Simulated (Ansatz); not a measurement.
Cost and result up the ladder for cyclo-(SiH2)4 (Si₄H₈) (12 atoms). Total charge 0; singlet. Geometry: PBE-D4/def2-SVP.

Cartesian coordinates in Å:
```
Si 1.2411 -1.1309 0.1450
H 2.2431 -1.1917 1.2699
H 1.5376 -2.2484 -0.8226
Si 1.0282 1.0177 -0.8643
H 1.9261 2.0755 -0.2746
H 1.2027 1.0204 -2.3619
Si -1.2395 1.1332 -0.1402
H -1.5236 2.2460 0.8366
H -2.2483 1.2069 -1.2582
Si -1.0300 -1.0203 0.8591
H -1.9231 -2.0746 0.2559
H -1.2143 -1.0339 2.3554
```

Ansatz on 4 threads of Arm Neoverse V1 on a shared host. Times are rough, and most runs start from the orbitals of an earlier one. PBE0-D4/def2-TZVP serves as the yardstick here, not as an exact answer. Differences are given only for rows in sets of like size (and for xTB, whose basis is part of the method), since another set adds its own error. Binding counts from free atoms at the same level (Si triplet, H doublet; other spins of the atoms weren't run), without zero-point energy or a counterpoise term.

LC-ωPBE has ω = 0.4 bohr⁻¹. B3LYP takes the VWN-RPA correlation. HSE06 is defined as in plane-wave codes, on full-range PBE exchange. Correlated methods freeze 20 core orbitals.

Correlated methods converge slowly with the basis.

```tsv
level	functions	wall time	binding energy per atom (eV)	difference from PBE0-D4/def2-TZVP (eV)
HF/6-31G	68	0.35 s	1.91	–
B3LYP-D4/6-31G	68	1 s	2.76	–
PBE-D4/def2-SVP	112	1.1 s	2.97	–
PBE0-D4/def2-SVP	112	1.4 s	2.97	–
HF/def2-TZVP	196	1.6 s	2.27	-0.71
revPBE-D4/def2-TZVP	196	2.1 s	2.95	-0.04
PBE-D4/def2-TZVP (with forces)	196	2.4 s	2.98	0.00
LC-ωPBE/def2-TZVP	196	2.7 s	2.96	-0.02
B3LYP-D4/def2-TZVP	196	2.7 s	2.99	0.01
PBE0-D4/def2-TZVP	196	2.8 s	2.98	0.00
HSE06-D4/def2-TZVP	196	3 s	2.98	0.00
r2SCAN-D4/def2-TZVP	196	4 s	3.01	0.03
r2SCANh-D4/def2-TZVP	196	4.3 s	3.00	0.02
CCSD(T)/def2-TZVPP	280	8.3 min	2.93	-0.05
```
